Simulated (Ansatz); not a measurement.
Isolated molecules relaxed with PBE0-D4/def2-TZVP in Ansatz; ΔE leaves out vibrations. CCSD(T)/CBS adds triple-zeta CCSD(T) − MP2 to the extrapolated MP2 energy (def2 sets, frozen cores). DFT in def2-TZVPP. B3LYP here is the variant with VWN-RPA as its local correlation; programs differ in this. For Ga outer-core shells are correlated without core-valence functions, which leaves a few kJ/mol of doubt a bond. Scalar relativity is left out up to krypton.

Reaction (redistribution): `CC=C([SiH3])[SiH3]` + `F[SiH2][GaH2]` → `[SiH3][SiH2][GaH2]` + `C/C=C(\F)[SiH3]`

```json
{"species": "`CC=C([SiH3])[SiH3]`", "B3LYP-D4 energy (Eh)": "-699.43040"}
{"species": "`F[SiH2][GaH2]`", "B3LYP-D4 energy (Eh)": "-2316.76987"}
{"species": "`[SiH3][SiH2][GaH2]`", "B3LYP-D4 energy (Eh)": "-2508.15505"}
{"species": "`C/C=C(\\F)[SiH3]`", "B3LYP-D4 energy (Eh)": "-507.97830"}
```

Problem. Work out ΔE.

Solution. ΔE = (-2508.15505) + (-507.97830) − (-699.43040) − (-2316.76987) = 0.06692 Eh = +42.0 kcal/mol. CCSD(T)/CBS gives +44.7 kcal/mol.

Largest T1 diagnostic among the species: 0.014.

The D4 term adds +1.4 kcal/mol with B3LYP and +0.8 kcal/mol with PBE0; it sums over pairs of atoms, weighted by their polarisabilities, and B3LYP, whose exchange is more repulsive, gets the larger term. From PBE to PBE0 (25 % exact exchange), in def2-TZVPP and without D4, ΔE moves by +2.5 kcal/mol.
